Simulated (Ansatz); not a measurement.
Ideal-gas functions of CH4BClN2 (`N=C(N)BCl`) at 298.15 K and 1 bar, from an Ansatz frequency run at PBE0-D4/def2-TZVP.

Molar mass 90.32 g/mol, point group C1 (symmetry number 1), electronic degeneracy 1, moments of inertia 48.156, 230.386, 278.27 u Å². Harmonic wavenumbers (cm⁻¹, unscaled): 69, 202, 295, 359, 402, 548, 573, 786, 838, 879, 916, 1100, 1133, 1189, 1441, 1622, 1674, 2646, 3517, 3605, 3744.

Use S(trans) = R[1.5 ln M + 2.5 ln T − 1.1517]; rotational temperatures θ = 24.2544 K / I; S(rot) = R[ln(√π/σ · √(T³/θAθBθC)) + 1.5]; for each mode x = 1.438777 ν̃/T, S = R[x/(eˣ − 1) − ln(1 − e⁻ˣ)] and H = RT x/(eˣ − 1); 1 cm⁻¹ = 0.0119627 kJ/mol; R = 8.31446 J/(mol·K).

Task: By hand: the entropy, in J/(mol·K).

Result: Translation 165.0. Rotation: θ = 0.5037, 0.1053, 0.0872 K, giving 110.6. Vibration, mode by mode: 17.50, 8.85, 6.05, 4.71, 4.00, 2.29, 2.09, 0.92, 0.75, 0.64, 0.55, 0.26, 0.23, 0.18, 0.06, 0.03, 0.02, 0.00, 0.00, 0.00, 0.00, in all 49.1. Electronic 0.0. Sum 324.7 J/(mol·K).

Task: By hand: H − E and G − E in kJ/mol, counted from the electronic energy.

Result: Zero-point energy ½ × 27538 × 0.0119627 = 164.7; thermal vibration 8.2; translation, rotation and pV give 4 RT = 9.9. H − E = 182.8 kJ/mol, and G − E = 182.8 − 298.15 × 324.7/1000 = 86.0 kJ/mol.

Vibration gives 15 % of the entropy, 17.5 J/(mol·K) of it from the mode under 150 cm⁻¹: soft modes count most, and the harmonic formula is weakest for them. The sum counts one conformer and one mirror image; others add a mixing term.
